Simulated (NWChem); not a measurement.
All runs are NWChem calculations. System: F$_{2}$Zn, charge 0, spin multiplicity 1, at a geometry optimised with PBE0/def2-SVP. The structure started from a generated list of species. Level: RHF/def2-SVP.

Output (cleaned and shortened):

```
             Northwest Computational Chemistry Package (NWChem) 7.3.0
             --------------------------------------------------------

                                NWChem Input Module
                                -------------------

 Scaling coordinates for geometry "geometry" by  1.889725989
 (inverse scale =  0.529177249)

 Turning off AUTOSYM since
 SYMMETRY directive was detected!

                             Geometry "geometry" -> ""
                             -------------------------

 Output coordinates in angstroms (scale by  1.889725989 to convert to a.u.)

  No.       Tag          Charge          X              Y              Z
 ---- ---------------- ---------- -------------- -------------- --------------
    1 Zn                  30.0000     0.00000000     0.00000000     0.00000000
    2 F                    9.0000     0.00000000     0.00000000     1.72996300
    3 F                    9.0000     0.00000000     0.00000000    -1.72996300

 Effective nuclear repulsion energy (a.u.)     177.5687647911

            Nuclear Dipole moment (a.u.)
            ----------------------------
        X                 Y               Z
 ---------------- ---------------- ----------------
     0.0000000000     0.0000000000     0.0000000000

      Symmetry information
      --------------------

 Group name             D2h
 Group number             26
 Group order               8
 No. of unique centers     2

      Symmetry unique atoms

     1    2


 Summary of "ao basis" -> "" (spherical)
 ------------------------------------------------------------------------------
       Tag                 Description            Shells   Functions and Types
 ---------------- ------------------------------  ------  ---------------------
 *                          def2-svp                  on all atoms

 Summary of "ao basis" -> "ao basis" (spherical)
 ------------------------------------------------------------------------------
       Tag                 Description            Shells   Functions and Types
 ---------------- ------------------------------  ------  ---------------------
 Zn                         def2-svp                11       31   5s3p2d1f
 F                          def2-svp                 6       14   3s2p1d

                                 NWChem SCF Module
                                 -----------------

  ao basis        = "ao basis"
  functions       =    59
  atoms           =     3
[...]
                       ROHF Final Molecular Orbital Analysis
                       -------------------------------------

 Vector   22  Occ=2.000000D+00  E=-5.819196D-01  Symmetry=ag
              MO Center= -1.8D-15, -1.1D-15,  9.5D-17, r^2= 3.0D+00
   Bfn.  Coefficient  Atom+Function         Bfn.  Coefficient  Atom+Function
  ----- ------------  ---------------      ----- ------------  ---------------
     4      0.430895  1 Zn s                 37      0.388873  2 F  pz
    51     -0.388873  3 F  pz                17     -0.297823  1 Zn d  0
    40     -0.284903  2 F  pz                54      0.284903  3 F  pz
     3     -0.233423  1 Zn s

 Vector   23  Occ=2.000000D+00  E=-5.612992D-01  Symmetry=b3g
              MO Center= -4.9D-30, -1.3D-16, -4.5D-17, r^2= 3.3D+00
   Bfn.  Coefficient  Atom+Function         Bfn.  Coefficient  Atom+Function
  ----- ------------  ---------------      ----- ------------  ---------------
    36      0.453653  2 F  py                50     -0.453653  3 F  py
    39     -0.351911  2 F  py                53      0.351911  3 F  py
    16      0.197360  1 Zn d -1

 Vector   24  Occ=2.000000D+00  E=-5.612992D-01  Symmetry=b2g
              MO Center=  2.8D-18,  1.4D-30, -1.8D-16, r^2= 3.3D+00
   Bfn.  Coefficient  Atom+Function         Bfn.  Coefficient  Atom+Function
  ----- ------------  ---------------      ----- ------------  ---------------
    35      0.453653  2 F  px                49     -0.453653  3 F  px
    38     -0.351911  2 F  px                52      0.351911  3 F  px
    18     -0.197360  1 Zn d  1

 Vector   25  Occ=0.000000D+00  E= 4.008568D-02  Symmetry=ag
              MO Center=  2.4D-18, -6.4D-17, -1.9D-17, r^2= 5.9D+00
   Bfn.  Coefficient  Atom+Function         Bfn.  Coefficient  Atom+Function
  ----- ------------  ---------------      ----- ------------  ---------------
     5      1.189660  1 Zn s                 34     -0.263056  2 F  s
    48     -0.263056  3 F  s                 17      0.164718  1 Zn d  0
     3     -0.161030  1 Zn s

 Vector   26  Occ=0.000000D+00  E= 1.986159D-01  Symmetry=b3u
              MO Center=  3.1D-15, -5.1D-29, -1.9D-17, r^2= 2.3D+00
   Bfn.  Coefficient  Atom+Function         Bfn.  Coefficient  Atom+Function
  ----- ------------  ---------------      ----- ------------  ---------------
    12      1.067220  1 Zn px                 9     -0.278645  1 Zn px
    38     -0.156519  2 F  px                52     -0.156519  3 F  px

 Vector   27  Occ=0.000000D+00  E= 1.986159D-01  Symmetry=b2u
              MO Center=  2.7D-29, -2.7D-17, -2.2D-18, r^2= 2.3D+00
   Bfn.  Coefficient  Atom+Function         Bfn.  Coefficient  Atom+Function
  ----- ------------  ---------------      ----- ------------  ---------------
    13      1.067220  1 Zn py                10     -0.278645  1 Zn py
    39     -0.156519  2 F  py                53     -0.156519  3 F  py

 center of mass
 --------------
 x =   0.00000000 y =   0.00000000 z =   0.00000000

 moments of inertia (a.u.)
 ------------------
         406.086286601976           0.000000000000           0.000000000000
           0.000000000000         406.086286601976           0.000000000000
           0.000000000000           0.000000000000           0.000000000000

  Mulliken analysis of the total density
  --------------------------------------

    Atom       Charge   Shell Charges
 -----------   ------   -------------------------------------------------------
    1 Zn  30    28.69   2.00  2.00  2.00  0.45 -0.04  6.00  6.00  0.32  8.10  1.87  0.00
    2 F    9     9.65   1.99  1.10  0.88  3.31  2.37  0.00
    3 F    9     9.65   1.99  1.10  0.88  3.31  2.37  0.00

       Multipole analysis of the density wrt the origin
       ------------------------------------------------

     L   x y z        total         open         nuclear
     -   - - -        -----         ----         -------
     0   0 0 0     -0.000000      0.000000     48.000000

     1   1 0 0      0.000000      0.000000      0.000000
     1   0 1 0      0.000000      0.000000      0.000000
     1   0 0 1      0.000000      0.000000      0.000000

     2   2 0 0    -14.379420      0.000000      0.000000
     2   1 1 0      0.000000      0.000000      0.000000
     2   1 0 1     -0.000000      0.000000      0.000000
     2   0 2 0    -14.379420      0.000000      0.000000
     2   0 1 1     -0.000000      0.000000      0.000000
     2   0 0 2    -28.165417      0.000000    192.372862

 Task  times  cpu:        0.8s     wall:        0.8s

 Total times  cpu:        0.8s     wall:        0.8s
```

Write an NWChem input that would produce this output.

This is not unique; one that fits is 
```
start mol
memory heap 200 mb stack 900 mb global 1100 mb
geometry units angstroms nocenter noautoz
  Zn     0.000000     0.000000     0.000000
  F      0.000000     0.000000     1.729963
  F      0.000000     0.000000    -1.729963
  symmetry group D2h
end
basis spherical
  * library def2-svp
end
scf
  rhf
  nopen 0
  maxiter 100
  thresh 1e-7
  semidirect memsize 60000000 filesize 0
end
task scf energy
```
